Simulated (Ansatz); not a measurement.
C2H4BN, SMILES `CBC#N` from Hartree–Fock to CCSD(T)

```xyz
8

C     0.661    0.452   -0.652
B    -0.283    0.257    0.558
C    -1.007   -1.085    0.748
N    -1.551   -2.091    0.893
H     0.109    0.264   -1.582
H     1.131    1.432   -0.707
H     1.439   -0.322   -0.639
H    -0.499    1.093    1.381
```

Total charge 0; spin multiplicity 1. All single points use the PBE0-D4/def2-TZVP geometry. Frozen core, restricted reference, Ansatz. CBS rows extrapolate triple and quadruple zeta; past MP2 they add the triple-zeta difference.

```json
{"basis": "def2-SVP", "HF (Eh)": "-157.07637", "MP2 corr.": "-0.49912", "CCSD corr.": "-0.53175", "(T)": "-0.01944", "CCSD(T) total": "-157.62756"}
{"basis": "def2-TZVPP", "HF (Eh)": "-157.25653", "MP2 corr.": "-0.60583", "CCSD corr.": "-0.63137", "(T)": "-0.02913", "CCSD(T) total": "-157.91703"}
{"basis": "def2-QZVPP", "HF (Eh)": "-157.26326", "MP2 corr.": "-0.64510", "CCSD corr.": "–", "(T)": "–", "CCSD(T) total": "–"}
{"basis": "CBS(def2)", "HF (Eh)": "-157.26419", "MP2 corr.": "-0.67419", "CCSD corr.": "-0.69973", "(T)": "as TZ", "CCSD(T) total": "-157.99305"}
```
